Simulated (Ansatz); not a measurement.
C2H6SSn (`[CH2]1S[CH2][SnH2]1`), relaxed with RKS PBE-D4/def2-SVP in the Gaussian-basis code of Ansatz from a rough embedded geometry. The force threshold is 0.03 eV/Å; the program also tests the step.

The species carries charge 0 and has multiplicity 1. Sn takes the def2 core potential.

Start:

```xyz
10

C    -1.263    0.278    0.185
S    -0.548    1.653   -0.725
C     0.971    0.703   -0.615
Sn    0.378   -1.068    0.495
H    -1.720    0.638    1.177
H    -2.132   -0.213   -0.417
H     1.387    0.397   -1.609
H     1.785    1.214    0.001
H     0.235   -2.502   -0.579
H     0.907   -1.099    2.087
```

```tsv
step	energy (eV)	largest force (eV/Å)	largest move (Å)
1	-18823.8264	3.337	0.000
2	-18824.5913	0.725	0.195
3	-18824.6353	0.316	0.090
4	-18824.6383	0.149	0.024
5	-18824.6402	0.008	0.012
```

End:

```xyz
10

C    -1.444    0.264    0.229
S    -0.510    1.565   -0.689
C     1.129    0.713   -0.652
Sn    0.328   -1.018    0.440
H    -1.858    0.642    1.186
H    -2.262   -0.171   -0.379
H     1.506    0.487   -1.669
H     1.891    1.297   -0.098
H     0.298   -2.522   -0.417
H     0.922   -1.257    2.049
```

It took 7.5 s on 4 threads of an AMD EPYC 7R13 on a shared host, with 0.17 GiB of host memory at the peak.
